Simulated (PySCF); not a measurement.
A side-by-side comparison of computed properties.

First species: C7H12BN.
Numbering: `[BH2:1][c:2]1[cH:3][cH:4][cH:5][n:6]1[CH:7]([CH3:8])[CH3:9]` (hydrogens: H10, H11 on B1; H12 on C3; H13 on C4; H14 on C5; H15 on C7; H16, H17, H18 on C8; H19, H20, H21 on C9)

Second species: C6H10N2Si.
Bonds: N1–Si2, Si2–N3, Si2–C4, C4–C5 (aromatic), C5–C6 (aromatic), C6–C7 (aromatic), C7–C8 (aromatic), C8–C9 (aromatic), C4–C9 (aromatic). Hydrogens: H10, H11 on N1; H12 on Si2; H13, H14 on N3; H15 on C5; H16 on C6; H17 on C7; H18 on C8; H19 on C9.

Levels: PBE0/def2-SVPD for dipole moment, HOMO energy, LUMO energy, HOMO–LUMO gap, static isotropic polarisability and electronic spatial extent ⟨r²⟩ about the centre of nuclear charge; TDDFT PBE0/def2-SVPD for lowest singlet excitation; TDA PBE0/def2-SVPD for lowest triplet excitation (Tamm–Dancoff); ΔSCF PBE0/def2-SVPD for vertical ionisation energy; PBE0-D3(BJ)/def2-SVP for rotational constant A and rotational constant C. Geometries: PBE0-D3(BJ)/def2-SVP. Each species is one conformer at its optimised geometry, gas phase, non-relativistic unless stated; the electronic structure was computed with PySCF and density fitting.

Dipoles, sizes and rotational constants follow the conformer. The torsions of the flexible species, by atom-mapped SMILES:
- `[BH2:1][c:2]1[cH:3][cH:4][cH:5][n:6]1[CH:7]([CH3:8])[CH3:9]`: C5–N6–C7–C8 62°
- `[NH2:1][SiH:2]([NH2:3])[c:4]1[cH:5][cH:6][cH:7][cH:8][cH:9]1`: N1–Si2–C4–C5 97°, H–N1–Si2–N3 -58°, H–N1–Si2–N3 159°, H–N3–Si2–N1 -50°, H–N3–Si2–N1 166°

Problem. Which of the two has the higher T1 energy, and by how much?

Solution. The second: 3.99 eV against 3.07 eV, a difference of 0.92 eV.

Problem. Which of the two has the higher rotational constant A, and by how much?

Solution. The second: 2.989 GHz against 2.533 GHz, a difference of 0.456 GHz.

Problem. Which of the two has the higher dipole moment, and by how much?

Solution. The first: 2.83 D against 0.47 D, a difference of 2.36 D.

Problem. Which has the higher HOMO–LUMO gap?

Solution. The second: 6.52 eV against 5.22 eV, a difference of 1.30 eV.

Problem. Which has the higher vertical ionisation energy?

Solution. The second: 8.71 eV against 8.44 eV, a difference of 0.27 eV.

Problem. Which of the two has the higher S1 energy, and by how much?

Solution. The second: 5.32 eV against 4.69 eV, a difference of 0.63 eV.

Problem. Which has the higher LUMO energy?

Solution. The second: -0.56 eV against -1.45 eV, a difference of 0.89 eV.

Problem. Which has the higher HOMO energy?

Solution. The first: -6.67 eV against -7.08 eV, a difference of 0.41 eV.

On the first: The vertical singlet–triplet gap S1 − T1 is 1.62 eV (TDDFT singlet less Tamm–Dancoff triplet; S1: HOMO→LUMO, weight 0.52, beside HOMO−1→LUMO, weight 0.45; T1: HOMO→LUMO, weight 0.94). The polarisability is 16.03 Å³ as a volume (1 au = 0.148185 Å³), or 1.64 au for each of the 66 electrons.

On the second: The ΔSCF ionisation energy exceeds −ε(HOMO) by 1.63 eV with PBE0. The principal polarisabilities are 79.3, 112.9 and 140.8 au; their mean is the isotropic value.
